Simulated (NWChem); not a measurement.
**Ionisation of H4Sn**

```
Sn
H 1 1.7171
H 1 1.7171 2 109.47
H 1 1.7171 2 109.47 3 -120.00
H 1 1.7171 2 109.47 4 -120.00
```
Charge 0, spin multiplicity 1.

All runs are NWChem calculations. All single points use one geometry, from B3LYP/def2-SVP with def2 effective core potentials on Sn, a minimum by its harmonic frequencies.

Basis set: def2-TZVPD. −ε marks an orbital energy of the parent.

Effective core potentials replace the inner electrons of Sn; spin-orbit coupling is left out. B3LYP has NWChem's definition, with VWN1-RPA local correlation. The structure started from a generated list of species.

Question: One of these methods gave a first vertical ionisation energy of 12.15 eV. Which?
A) −ε(HOMO) of HF
B) −ε(HOMO) of B3LYP
C) G0W0@LDA (SVWN5)
D) −ε(HOMO) of PBE

Answer: A, −ε(HOMO) of HF. The others give 7.92 (−ε(HOMO) of PBE), 8.96 (−ε(HOMO) of B3LYP), 11.07 (G0W0@LDA (SVWN5)).
